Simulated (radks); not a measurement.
Effect of the nuclear size on the tellurium ion Te+, [Kr] 4d10 5s2 5p3. All-electron calculation, Dirac Kohn-Sham, exchange-only LDA, spin-unpolarised, spherical densities, finite nucleus; open shells fill j = l - 1/2 first; Fermi nuclear charge, rms radius 4.7423 fm. Program: a radial shooting solver on a logarithmic mesh with Libxc functionals. The rms radius is varied about that value; shifts are against it.

| rms radius (fm) | total energy shift (eV) | density at nucleus (e/bohr^3) | 1s1/2 shift (meV) | 2s1/2 shift (meV) | 4p1/2 shift (meV) | 5s1/2 shift (meV) | 5p1/2 shift (meV) | 5p3/2 shift (meV) |
|---|---|---|---|---|---|---|---|---|
| 4.0404 | -1.45 | 2.331e+05 | -608 | -70.7 | 0.234 | -0.329 | 0.051 | 0.054 |
| 4.4341 | -0.661 | 2.296e+05 | -277 | -32.2 | 0.106 | -0.150 | 0.023 | 0.025 |
| 4.7423 | 0 | 2.27e+05 | 0.000 | 0.000 | 0.000 | 0.000 | 0.000 | 0.000 |
| 4.9936 | 0.567 | 2.251e+05 | 237 | 27.6 | -0.091 | 0.128 | -0.020 | -0.021 |
| 5.4442 | 1.64 | 2.219e+05 | 688 | 80.0 | -0.264 | 0.372 | -0.058 | -0.061 |

Slopes of the eigenvalues against <r^2> in GHz/fm^2, as finite differences over the two radii next to the reference (eigenvalue slopes, not the field-shift constants of lines): 1s1/2 23600, 2s1/2 2740, 4p1/2 -9.06, 5s1/2 12.8, 5p1/2 -1.98, 5p3/2 -2.09.
